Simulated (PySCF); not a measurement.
Solvent effects on NMR parameters

Structure with atom numbers: `[F:1][SiH2:2][CH2:3][Cl:4]`. Each H is labelled by its parent atom.

GIAO PBE0/pcSseg-1 in PySCF on one PBE0-D3(BJ)/def2-SVP conformer, non-relativistic, equivalent nuclei averaged. Solvents enter as an IEF-PCM continuum (cyclohexane with ε = 2.0, dimethylsulfoxide with ε = 46.8) around the gas-phase geometry. Shifts are referred to CFCl3, TMS computed in the same medium.

Gas phase, δ in ppm: F1 -199.9, Si2 -8.1, C3 28.8, H(Si2) 4.80, H(C3) 3.00. Dipole moment 0.53 D.

Problem. How does each δ change in the continuum?

Solution. 
```json
{"atoms": "F1", "environment": "fluorine bonded to Si", "Δδ, cyclohexane": "-1.2", "Δδ, dimethylsulfoxide": "-2.7"}
{"atoms": "Si2", "environment": "silicon bonded to C, F, 2 H", "Δδ, cyclohexane": "+1.1", "Δδ, dimethylsulfoxide": "+2.7"}
{"atoms": "C3", "environment": "sp3 CH2 bonded to Cl and Si", "Δδ, cyclohexane": "+0.7", "Δδ, dimethylsulfoxide": "+1.9"}
{"atoms": "H(Si2)", "environment": "hydrogen on a silicon bonded to C, F", "Δδ, cyclohexane": "+0.02", "Δδ, dimethylsulfoxide": "+0.02"}
{"atoms": "H(C3)", "environment": "hydrogen on an sp3 CH2 bonded to Cl and Si", "Δδ, cyclohexane": "+0.16", "Δδ, dimethylsulfoxide": "+0.39"}
```

Changes are relative to the gas phase. The dipole moment becomes 0.62 D in cyclohexane, 0.79 D in dimethylsulfoxide.

Problem. Which nuclei move most (in ppm), and what does the model miss?

Solution. F1 (fluorine bonded to Si, -2.7 ppm) and Si2 (silicon bonded to C, F, 2 H, +2.7 ppm) in dimethylsulfoxide. A continuum only polarises the solute; specific hydrogen bonds, the anisotropy of aromatic solvents and changes of geometry or conformer are outside it.
